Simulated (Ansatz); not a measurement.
# GeH2ClO (SMILES [O][GeH2][Cl]): the energy, rung by rung

GeH2ClO has 5 atoms, charge 0, and is taken as a doublet. SMILES: `[O][GeH2][Cl]`. Geometry: optimised at wB97X-V/def2-SVP.

```xyz
5

O    -0.2737   -0.5918    1.6273
Ge    0.1245   -0.0804   -0.0374
Cl   -1.3520    1.2934   -0.7787
H     0.0855   -1.3433   -0.8973
H     1.4655    0.6483    0.0447
```

Each level gives the dissociation energy of the Ge2–O1 bond into doublet GeH2Cl and triplet O (shapes relaxed at wB97X-V/def2-SVP, no zero-point term) (eV). The values are calculated.

```tsv
level	kind	program	value (eV)	CPU time (all runs)
UHF/def2-TZVPP	Hartree–Fock	Ansatz	2.32	18 s
UPBE/def2-TZVPP	GGA	Ansatz	4.10	9.3 s
U-r2SCAN/def2-TZVPP	meta-GGA	Ansatz	3.98	17 s
UB3LYP/def2-TZVPP	global hybrid	Ansatz	3.83	14 s
UPBE0-D4/def2-TZVPP	global hybrid	Ansatz	3.86	15 s
U-wB97M-V/def2-TZVPP	range-separated hybrid	Ansatz	3.91	40 s
UMP2/def2-TZVPP	perturbation theory	Ansatz	3.90	13 s
```

All-electron rows without a relativistic Hamiltonian named are non-relativistic. The values span 2.32 to 4.10 eV. Hartree–Fock misses the correlation of the electron pair that is broken and comes out low. Measured bond enthalpies also hold zero-point and thermal terms, a few tenths of an eV less. In the correlated wave-function rows the outer d shell of Ge is correlated, in sets not made for it. In so small a basis fixed costs decide the times, and correlated methods can beat functionals. CPU times are rough (shared hosts, several kinds of processor and program).
